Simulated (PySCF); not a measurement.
# HgP⁺: one state, many levels of theory

State: ³Σ⁻ (triplet), unpaired electrons π ↑↑. Set-up: PySCF, scalar-relativistic core potentials, basis sets Hg def2-SVPD with ECP60, P def2-SVPD. De refers to Hg⁺ + P in their high-spin ground configurations, without counterpoise correction. The functionals are run spin-unrestricted. A positive dipole points towards P; it is taken about the centre of mass and depends on that origin.

```json
{"Level": "ROHF", "Re (Å)": "2.539", "ωe (cm⁻¹)": "250", "De (eV)": "0.53", "μ (D)": "1.16"}
{"Level": "ROHF-MP2", "Re (Å)": "2.469", "ωe (cm⁻¹)": "256", "De (eV)": "2.08", "μ (D)": "n/a"}
{"Level": "ROHF-SCS-MP2", "Re (Å)": "2.496", "ωe (cm⁻¹)": "247", "De (eV)": "2.02", "μ (D)": "n/a"}
{"Level": "LDA", "Re (Å)": "2.405", "ωe (cm⁻¹)": "278", "De (eV)": "3.35", "μ (D)": "2.48"}
{"Level": "PBE", "Re (Å)": "2.472", "ωe (cm⁻¹)": "252", "De (eV)": "2.75", "μ (D)": "2.39"}
{"Level": "PBEsol", "Re (Å)": "2.434", "ωe (cm⁻¹)": "267", "De (eV)": "2.96", "μ (D)": "2.36"}
{"Level": "r²SCAN", "Re (Å)": "2.448", "ωe (cm⁻¹)": "264", "De (eV)": "2.51", "μ (D)": "2.04"}
{"Level": "PBE0", "Re (Å)": "2.464", "ωe (cm⁻¹)": "261", "De (eV)": "2.36", "μ (D)": "1.98"}
{"Level": "LC-ωPBE", "Re (Å)": "2.433", "ωe (cm⁻¹)": "280", "De (eV)": "1.92", "μ (D)": "1.28"}
{"Level": "B2PLYP", "Re (Å)": "2.490", "ωe (cm⁻¹)": "252", "De (eV)": "2.32", "μ (D)": "1.88"}
```

The bond length runs from 2.405 Å (LDA) to 2.539 Å (ROHF). De spans 0.53 eV (ROHF, mean field) to 3.35 eV (LDA, local density).

Correlated steps freeze 5 core orbitals. Correlated levels converge slowly with the basis: in double zeta they bind strong bonds too weakly, by up to about 1 eV, and carry superposition errors of some tenths. These are scalar-relativistic numbers at best; spin–orbit coupling would shift them, the dissociation energy most. For an ion De counts to the pair picked by the measured ionisation energies or electron affinities, which need not be the lowest pair at this level. B2PLYP dipoles, levels and charges come from its SCF part alone. The state is the lowest determinant that a PBE0 search found; another state may lie lower at other levels.
